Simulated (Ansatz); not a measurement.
Geometry optimisation, RKS B3LYP/def2-SVP (Ansatz 0.2.0).

input.yaml

```yaml
crystal:
  periodic: [false, false, false]
  atoms:
    - { symbol: C, position_ang: [0.6735, -0.1961, 1.831] }
    - { symbol: C, position_ang: [0.1977, 0.0861, 0.7158] }
    - { symbol: B, position_ang: [-0.3706, 0.396, -0.7007] }
    - { symbol: O, position_ang: [-0.9585, -0.6316, -1.4484] }
    - { symbol: F, position_ang: [-0.1832, 1.7105, -1.2631] }
    - { symbol: H, position_ang: [0.9969, -0.3463, 2.7859] }
    - { symbol: H, position_ang: [-0.2945, -1.0866, -1.9661] }
basis:
  gaussian: { orbitals: def2-SVP }
hamiltonian:
  xc: b3lyp
relax:
  f_tol: 0.015
  max_steps: 40
output:
  orbitals: {}
```

Command:

```bash
$ ansatz run input.yaml --threads 1 --pin off --max-ram 2048MiB --backend cpu --events-out ev --progress --plain --runs-dir out
```

Where does it end, and by what steps?

The run converged. After 15 steps the energy has fallen by 0.874 eV; H7 moved furthest, 0.62 Å.

```json
{"step": "0", "energy less start (eV)": "0.0000", "largest force component (eV/Å)": "4.759", "accepted": "yes"}
{"step": "1", "energy less start (eV)": "-0.1348", "largest force component (eV/Å)": "2.458", "accepted": "yes"}
{"step": "2", "energy less start (eV)": "-0.2020", "largest force component (eV/Å)": "2.841", "accepted": "yes"}
{"step": "3", "energy less start (eV)": "-0.3475", "largest force component (eV/Å)": "1.616", "accepted": "yes"}
{"step": "4", "energy less start (eV)": "-0.4163", "largest force component (eV/Å)": "1.139", "accepted": "yes"}
{"step": "5", "energy less start (eV)": "-0.4796", "largest force component (eV/Å)": "0.351", "accepted": "yes"}
{"step": "6", "energy less start (eV)": "-0.6361", "largest force component (eV/Å)": "1.167", "accepted": "yes"}
{"step": "7", "energy less start (eV)": "-0.6249", "largest force component (eV/Å)": "2.735", "accepted": "no"}
{"step": "8", "energy less start (eV)": "-0.7006", "largest force component (eV/Å)": "1.021", "accepted": "yes"}
{"step": "9", "energy less start (eV)": "-0.7933", "largest force component (eV/Å)": "0.556", "accepted": "yes"}
{"step": "10", "energy less start (eV)": "-0.8101", "largest force component (eV/Å)": "0.440", "accepted": "yes"}
{"step": "11", "energy less start (eV)": "-0.8656", "largest force component (eV/Å)": "0.103", "accepted": "yes"}
{"step": "12", "energy less start (eV)": "-0.8681", "largest force component (eV/Å)": "0.337", "accepted": "yes"}
{"step": "13", "energy less start (eV)": "-0.8563", "largest force component (eV/Å)": "0.436", "accepted": "no"}
{"step": "14", "energy less start (eV)": "-0.8736", "largest force component (eV/Å)": "0.032", "accepted": "yes"}
{"step": "15", "energy less start (eV)": "-0.8737", "largest force component (eV/Å)": "0.005", "accepted": "yes"}
```

```xyz
7
Properties=species:S:1:pos:R:3
C 0.618 -0.216 1.717
C 0.227 0.116 0.614
B -0.271 0.498 -0.792
O -0.596 -0.418 -1.728
F -0.397 1.778 -1.126
H 0.965 -0.498 2.695
H -0.484 -1.328 -1.426
```

Whether the end is a true minimum wasn't checked by a vibrational analysis.

The run took 59 s on 1 thread of Intel(R) Xeon(R) Platinum 8488C (Sapphire Rapids), with other jobs on the host, peak memory 0.17 GiB.
